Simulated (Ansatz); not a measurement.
Consider the ligand exchange at a Ga–F bond: `[F][GaH2]` + `[AsH3]` → `[GaH2][AsH2]` + H–F.

Calculated with Ansatz (gas phase, PBE0-D4/def2-TZVP geometries, no zero-point term in ΔE). CCSD(T)/CBS adds triple-zeta CCSD(T) − MP2 to the extrapolated MP2 energy (def2 sets, frozen cores). This one scheme is used for every species. For As, Ga outer-core shells are correlated without core-valence functions, which leaves a few kJ/mol of doubt a bond. Scalar relativity is left out up to krypton.

| level | ΔE (eV) |
| --- | --- |
| MP2/def2-SVP | 0.59 |
| HF/CBS(def2) | 0.60 |

Q: What does CCSD(T)/CBS give? (An estimate is asked.)

A: The calculation gave: +0.32 eV. The listed levels differ from it by 0.27, 0.28 eV.

Q: What do rigid-rotor, harmonic-oscillator terms from PBE0-D4/def2-TZVP frequencies (298.15 K, 1 bar) make of the CCSD(T)/CBS value? (Estimate.)

A: The calculation gave: ΔZPE = +0.03 eV, ΔH = +0.37 eV, ΔS = 1 J/(mol·K), ΔG = +0.37 eV.

Largest T1 diagnostic among the species: 0.014.

In def2-TZVPP, CCSD(T) changes the Hartree–Fock value by −0.18 eV (the triples alone add −0.02 eV) and MP2 by −0.22 eV. From r2SCAN to r2SCAN0 (25 % exact exchange), in def2-TZVPP and without D4, ΔE moves by −0.06 eV.
